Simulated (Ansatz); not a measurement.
Consider the redistribution: `NB(Cl)Cl` + `C[Si]Cl` → `CB(N)Cl` + `Cl[Si]Cl`.

Program: Ansatz. Geometries: PBE0-D4/def2-TZVP. ΔE: electronic, gas phase. CCSD(T)/CBS is the MP2 limit (def2-TZVPP, def2-QZVPP) plus CCSD(T) − MP2 in def2-TZVPP, frozen cores. This one scheme is used for every species. DFT in def2-TZVPP. B3LYP here is the variant with VWN-RPA as its local correlation; programs differ in this. HSE06 is defined as in plane-wave codes. One conformer a species, not always the lowest.

```csv
level,ΔE (kJ/mol),difference from CCSD(T)/CBS
LDA (SPW92),-68.0,-1.0
revPBE-D4,-67.4,-0.4
PBE0-D4,-67.4,-0.4
B3LYP-D4,-70.9,-3.9
HSE06-D4,-67.6,-0.6
ωB97X-V,-65.7,1.3
PBE,-69.9,-2.9
BLYP,-73.9,-6.9
B3LYP,-72.0,-5.0
r2SCANh,-68.4,-1.4
r2SCAN0,-67.9,-0.9
MP2/def2-TZVPP,-64.7,2.3
SCS-MP2/def2-TZVPP,-64.4,2.6
CCSD/def2-TZVPP,-63.5,3.5
SCS-MP2/def2-QZVPP,-66.2,0.8
HF/CBS(def2),-67.3,-0.3
CCSD(T)/CBS,-67.0,0
```

Largest T1 diagnostic among the species: 0.013.

Leaving LDA and LC-ωPBE aside and taking each functional with its dispersion term where it has one, the values, not all of them listed here, spread over 6.9 kJ/mol, from BLYP-D4 to PBE-QIDH. From BLYP to BHLYP (50 % exact exchange), in def2-TZVPP and without D4, ΔE moves by +3.7 kJ/mol. At CCSD(T), def2-SVP lies +13.8 kJ/mol from the extrapolated value and def2-TZVPP +3.1 kJ/mol.
